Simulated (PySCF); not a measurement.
Polarisability and C₆ of Tc (technetium, neutral)

[Kr] 4d5 5s2, high-spin 6S determinant. All numbers are calculated (PySCF 2.14, a scalar-relativistic core potential, in aug-cc-pVTZ-PP with ECP28MDF (6s6p5d3f2g, 88 functions)). Coupled (time-dependent) response in atomic units; α is the mean over directions.

| method | mean α (bohr³) | C₆ (like pair) | S(−4) |
| --- | --- | --- | --- |
| HSE06 | 88.92 | 1022 | 4642 |
| M06-2X | 82.06 | 919.4 | 3814 |

S(−4) is the Cauchy moment in α(ω) = α(0) + S(−4) ω² + …

Reference α: 79 ± 10 bohr³ (recommended; Schwerdtfeger and Nagle, table of static dipole polarizabilities (2023 update)). Published C₆: 939.0 (Gould and Bucko (2016)).

α(iu) at HSE06:

```csv
u (hartree),α(iu) (bohr³)
0,88.92
0.0500,79.24
0.100,62.07
0.200,37.02
0.300,24.29
0.500,13.45
0.750,8.254
1.00,5.776
1.50,3.395
2.00,2.257
3.00,1.199
5.00,0.4939
```

A single London oscillator, α(iu) = α/(1 + u²/ω²), gives C₆ = (3/4) ω α². Matching the computed C₆ needs ω = 4 × 1022 / (3 × 88.92²) = 0.172 hartree.

Energies and moments cover only the electrons outside the core potential.
